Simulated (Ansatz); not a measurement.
`CC(=S)CI` and `CC(=S)[O][GeH3]` differ in one atom or group.

Ansatz, PBE0-D4/def2-TZVP geometries, multiplicity 1. Each molecule was computed in one conformer, which needn't be the lowest.

Elements past krypton have def2 core potentials. Scalar relativity is left out up to krypton.

```
                                                                                  property  `CC(=S)CI`
                                                   HOMO–LUMO gap (ωB97M-V/def2-TZVPP) / eV        8.23
                                                        HOMO energy (PBE0/def2-TZVPP) / eV       -6.63
                                                     LUMO energy (ωB97M-V/def2-TZVPP) / eV       -0.60
                                                      HOMO–LUMO gap (PBE0/def2-TZVPP) / eV        3.97
                                                         HOMO energy (PBE/def2-TZVPP) / eV       -5.40
ideal-gas entropy at 298 K and 1 bar (rigid rotor, harmonic PBE0-D4/def2-TZVP) / J/(mol·K)         358
```

**Question.** Give the same properties after the change, and the shifts. (Best estimate.)

**Answer.** Computed: 
```csv
property,`CC(=S)[O][GeH3]`,shift
HOMO–LUMO gap (ωB97M-V/def2-TZVPP) / eV,9.37,1.14
HOMO energy (PBE0/def2-TZVPP) / eV,-6.19,0.44
LUMO energy (ωB97M-V/def2-TZVPP) / eV,0.99,1.59
HOMO–LUMO gap (PBE0/def2-TZVPP) / eV,5.01,1.04
HOMO energy (PBE/def2-TZVPP) / eV,-5.00,0.40
"ideal-gas entropy at 298 K and 1 bar (rigid rotor, harmonic PBE0-D4/def2-TZVP) / J/(mol·K)",365,7
```

With PBE0 the HOMO rises by 0.44 eV and the LUMO rises by 1.49 eV, so the gap widens by about 1.05 eV. PBE moves the HOMO by 0.40 eV and ωB97M-V by 0.45 eV. The zero-point energy changes by 0.0 kJ/mol with +3 modes. Modes under 60 cm⁻¹, often nearly free rotors, make the harmonic entropy too high.

Spin–orbit coupling is left out; it splits and shifts lone-pair levels of the heavy atoms by tenths of an eV.
